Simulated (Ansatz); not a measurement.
CsNa, closed-shell singlet (lowest of 2S+1 = 1, 3 at CCSD(T)/def2-TZVPP on PBE0 minima; our sources give no spin for the ground state, which may be another), most abundant isotopes (22.9898 and 132.9055 u). Constants from fifth-degree fits in 1/R to seven points on the lowest solution found; no spin–orbit coupling, no relativity up to Kr; ω_e x_e and α_e move by some per cent with the fit.

Correlated levels freeze the inner cores; with def2 sets outer-core shells near the valence are correlated too.

Programs: Ansatz (Gaussian basis) for Hartree–Fock, density functionals and correlated methods. Each number belongs to the level named beside it. In def2 rows elements past Kr take small-core potentials, without spin–orbit coupling.

| level | r_e (Å) | ω_e (cm⁻¹) | ω_e x_e (cm⁻¹) | α_e (cm⁻¹) |
|---|---|---|---|---|
| PBE/def2-TZVPP | 3.8875 | 95.1 | 0.282 | 0.000236 |
| CCSD(T)/def2-QZVPP | 3.8407 | 101.0 | 0.356 | 0.000235 |

**Question.** Derive the rotational constants, the centrifugal constant, the fundamental, the zero-point energy and the force constant.

**Answer.** 
μ = 19.59948 u.
- PBE/def2-TZVPP: B_e = 16.8576/(μ r_e²) = 0.056912 cm⁻¹; B₀ = B_e − α_e/2 = 0.056793 cm⁻¹; D = 4B_e³/ω_e² = 8.15e-08 cm⁻¹; fundamental ω_e − 2ω_e x_e = 95 cm⁻¹; zero-point energy ω_e/2 − ω_e x_e/4 = 47 cm⁻¹; k = μ(2πcω_e)² = 10.5 N/m; the line J = 1 ← 0 at 2B₀ = 3.405 GHz
- CCSD(T)/def2-QZVPP: B_e = 16.8576/(μ r_e²) = 0.058308 cm⁻¹; B₀ = B_e − α_e/2 = 0.058190 cm⁻¹; D = 4B_e³/ω_e² = 7.77e-08 cm⁻¹; fundamental ω_e − 2ω_e x_e = 100 cm⁻¹; zero-point energy ω_e/2 − ω_e x_e/4 = 50 cm⁻¹; k = μ(2πcω_e)² = 11.8 N/m; the line J = 1 ← 0 at 2B₀ = 3.489 GHz

Doubts at one or more of the structures used: a restricted determinant that unrestricted orbitals would lower (CCSD(T)/def2-QZVPP).

Ansatz is an electronic-structure program.
